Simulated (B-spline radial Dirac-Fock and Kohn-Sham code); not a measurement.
Ho²⁺: eigenvalues, ΔSCF and the reference

System: holmium as Ho²⁺, 1s2 2s2 2p6 3s2 3p6 3d10 4s2 4p6 4d10 4f11 5s2 5p6.

The density-functional columns are spherical, spin-unpolarised Dirac-Kohn-Sham results without Breit or QED terms: −ε is minus the orbital energy of the initial state and ΔSCF the difference of two total energies. The reference in the last column comes from Dirac-Fock energy differences between relaxed states, corrected for Breit and QED terms. All numbers are from an atomic code on a B-spline grid, in eV; a selection of levels is shown. The Kohn-Sham columns are given as differences from the reference. For the 1s level of heavy atoms much of the gap between ΔSCF and the reference is the Breit and QED part, -250.9 eV here; for other levels the error of the functional can be larger.

```
level  PBE −ε − DF  PBE ΔSCF − DF  LDA −ε − DF  LDA ΔSCF − DF  Dirac-Fock
    K       -194.2         +291.4       -244.5         +239.5     55632.0
   L1       -137.7          -51.5       -144.7          -58.2      9417.4
   L2       -101.0           +9.7       -104.1           +6.7      8934.8
   L3       -110.8          -12.8       -112.8          -14.8      8087.7
   M1        -68.3          -44.4        -70.3          -46.3      2151.7
   M2        -53.9          -28.2        -54.7          -29.0      1942.0
   M3        -53.2          -29.7        -53.8          -30.1      1762.3
   M4        -33.4           -4.9        -33.3           -4.8      1407.4
   M5        -34.2           -6.5        -34.1           -6.3      1369.1
   N1        -32.8          -22.2        -33.7          -23.1       455.6
   N2        -26.2          -15.8        -26.6          -16.1       371.4
   N3        -26.4          -16.2        -26.9          -16.7       331.5
   N4        -15.1           -5.1        -15.1           -5.1       192.4
   N5        -15.2           -5.3        -15.2           -5.3       185.2
 N6,7         -3.6           +5.0         -3.3           +5.3       20.89
   O1         -8.9           -1.7         -8.7           -1.4       73.49
   O2         -4.8           +2.1         -4.5           +2.4       48.41
   O3         -4.8           +1.8         -4.5           +2.0       43.36
```

Values without a named source are computed, but for edge energies of neutral atoms, which are taken from tables.
